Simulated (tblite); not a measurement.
Isomers of C7H4FN2 (doublet state). Computed with GFN2-xTB (tblite): harmonic, unscaled wavenumbers at the GFN2-xTB geometry, gas phase. Against measured fundamentals such values can be off by several per cent, at times by over 20. One conformer each. Open shells enter through the occupations alone, without spin polarisation, and single modes of such species can be off by tens of per cent.

Electronic energies: GFN2-xTB at the same geometries; isomer energies are rough at this level and their order can be wrong.

| SMILES | electronic energy, lowest = 0 (kcal/mol) |
| --- | --- |
| C#C[C@@]1(C#N)C(=[N])C[C@H]1F | 0.0 |
| [H]/N=C1/[CH][C@@H](F)[C@]1(C#C)C#N | 1.6 |
| [H]/N=C1/C[C@@H](F)[C@]1(C#[C])C#N | 30.2 |

How do GFN2-xTB zero-point energies change the relative energies?

```
                             SMILES  ZPE (kcal/mol)  of it from modes above 1550 cm⁻¹  electronic (kcal/mol)  with ZPE, lowest = 0 (kcal/mol)  lowest mode (cm⁻¹)  rings
      C#C[C@@]1(C#N)C(=[N])C[C@H]1F            54.7                              27.1                    0.0                              0.0                  54      1
[H]/N=C1/[CH][C@@H](F)[C@]1(C#C)C#N            54.3                              27.4                    1.6                              1.3                  88      1
 [H]/N=C1/C[C@@H](F)[C@]1(C#[C])C#N            55.8                              26.8                   30.2                             31.3                  44      1
```

The zero-point energies span 1.5 kcal/mol, from `[H]/N=C1/[CH][C@@H](F)[C@]1(C#C)C#N` to `[H]/N=C1/C[C@@H](F)[C@]1(C#[C])C#N`. The order is unchanged.

What do entropy and thermal enthalpy add at 298.15 K and 1 bar (rigid rotor, harmonic oscillator, one conformer each)?

```csv
SMILES,point group,symmetry number,S (cal/(mol K)),H − H(0) (kcal/mol),ZPE + H − H(0) − TS (kcal/mol)
C#C[C@@]1(C#N)C(=[N])C[C@H]1F,C1,1,99.2,6.85,32.0
[H]/N=C1/[CH][C@@H](F)[C@]1(C#C)C#N,C1,1,98.4,6.82,31.8
[H]/N=C1/C[C@@H](F)[C@]1(C#[C])C#N,C1,1,99.0,6.69,33.0
```

S holds R ln(2S + 1) for the spin.
